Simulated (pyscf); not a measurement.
Single points on ωB97X-D3(BJ)/def2-SVP structures (PySCF, gas phase).

SMILES: O[Si](O)(O)[SiH](O)[SiH3]
```xyz
15

O      0.1713    -2.4377    -0.8493
Si    -1.0065    -1.2575    -1.0481
Si    -0.8894    -0.2768    -3.1594
Si    -0.3749     0.4274     0.4243
O     -1.4285     0.9141     1.6063
O      0.0371     1.8474    -0.3479
O      0.9327    -0.3438     1.1242
H      0.7517    -2.2274    -0.1040
H     -2.3781    -1.7887    -0.7967
H     -1.9479     0.7740    -3.2582
H      0.4371     0.4108    -3.2754
H     -1.0296    -1.2200    -4.3062
H     -1.7148     1.8325     1.5535
H      0.6139     1.7940    -1.1173
H      1.3226     0.0497     1.9136
```

Task: How much does it cost (ΔH, 298 K, ωB97M-D3(BJ)/def2-TZVP) to split HO–SiH(SiH₃)–Si(OH)(OH)–OH at its Si–Si bond into HO–SiH•–SiH₃ + HO–Si•(OH)–OH?

Result: Si–Si to HO–SiH•–SiH₃ + HO–Si•(OH)–OH: 3.39 eV. The 7 functionals that were run give +3.00 (PBE) to +3.56 eV (ωB97X-D3(BJ)/def2-TZVP). HO–SiH(SiH₃)–Si(OH)(OH)–OH lies 2.74 eV over its isomer HO–SiH₂–O–SiH₂–O–SiH₂–OH (electronic energy, ωB97M-D3(BJ)/def2-TZVP). HO–SiH•–SiH₃ lies 0.99 eV over its isomer •H₂Si–O–SiH₃ (electronic energy, ωB97M-D3(BJ)/def2-TZVP). Other isomers of HO–Si•(OH)–OH were not searched in full and may lie lower.
